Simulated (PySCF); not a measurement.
Species: 2,3-hexanedione, C6H10O2.
Cartesian coordinates in Å at the PBE0-D3(BJ)/def2-SVP level; atoms count from 1:
```xyz
18
C6H10O2 angstrom
C      3.061    0.123   -0.141
C      1.725   -0.593   -0.248
C      0.545    0.361   -0.248
C     -0.786   -0.321   -0.354
O     -0.937   -1.517   -0.420
C     -2.025    0.601   -0.386
C     -3.352   -0.090   -0.434
O     -1.877    1.799   -0.376
H      3.128    0.714    0.787
H      3.215    0.816   -0.983
H      3.899   -0.591   -0.141
H      1.606   -1.310    0.580
H      1.690   -1.203   -1.166
H      0.605    1.100   -1.068
H      0.522    0.989    0.662
H     -3.462   -0.756    0.435
H     -3.403   -0.740   -1.321
H     -4.157    0.654   -0.454
```

Linear response at CAM-B3LYP/def2-SVPD (PySCF, frozen core in the response, non-relativistic).

Static isotropic polarisability: 77.71 au (11.52 Å³), principal values 60.4, 80.6, 92.2 au.

**Question.** What is the polarisability at 1064 nm and at the sodium D line?

**Answer.** 78.25 au at 1064 nm (+0.7 %), 79.50 au at 589.3 nm (+2.3 %). The rise at 589.3 nm is 3.35 times that at 1064 nm; a pure ω² law gives 3.26. The lowest singlet lies at 426 nm, shorter than both wavelengths.

**Question.** What is the isotropic C6 coefficient between two such molecules, C6 = (3/π)∫α(iω)² dω?

**Answer.** 2721 au (Eh·bohr⁶) by a ten-point quadrature over imaginary frequencies, which is 1630 eV·Å⁶ or 157 J·nm⁶/mol.

**Question.** Which effective excitation energy ω̄ makes London's formula C6 = (3/4)α²ω̄ exact here?

**Answer.** ω̄ = 4·C6/(3α²) = 0.601 Eh = 16.3 eV. A one-pole form α(ω) = α/(1 − ω²/ω̄²) fitted to the 1064 nm value gives 14.1 eV.

**Question.** What n − 1 at the D line would an ideal gas of it have at 273.15 K and 1 atm (2.6868 × 10¹⁹ cm⁻³), by n − 1 = 2π·N·α′?

**Answer.** 19.89 × 10⁻⁴, a formal value whether or not that pressure can be reached.

**Question.** What molar refraction at the D line follows from R = (4π/3)·N_A·α′, with α′ the polarisability volume?

**Answer.** α′ = 11.78 Å³ gives R = 29.72 cm³/mol, for isolated, non-vibrating species.

**Question.** How many electrons N does the Slater–Kirkwood formula C6 = (3/4)·√N·α^(3/2) need to give this C6?

**Answer.** N = (4·C6/3)²/α³ = 28.0; the species has 62 electrons in all.

**Question.** The lowest 6 singlets have (eV, f): 2.91, 0.000; 4.72, 0.000; 6.78, 0.000; 6.85, 0.011; 6.88, 0.010; 6.99, 0.000. What share of the static polarisability do they carry in the sum over states α = Σ f/ω²?

**Answer.** 0.35 au, 0.5 % of α; the largest term, 0.17 au, is that of the state at 6.85 eV. Their oscillator strengths add up to 0.02. Higher states carry the rest.

**Question.** What three-body coefficient follows from the one-pole estimate C9 = (3/4)·α·C6?

**Answer.** 159000 au. This is an estimate from the two numbers above, not a computed integral.

**Question.** How anisotropic is the static polarisability, by Δα² = ½[(α1 − α2)² + (α2 − α3)² + (α3 − α1)²]?

**Answer.** Δα = 27.9 au, or 0.36 of the isotropic value.

One conformer stands for the species.
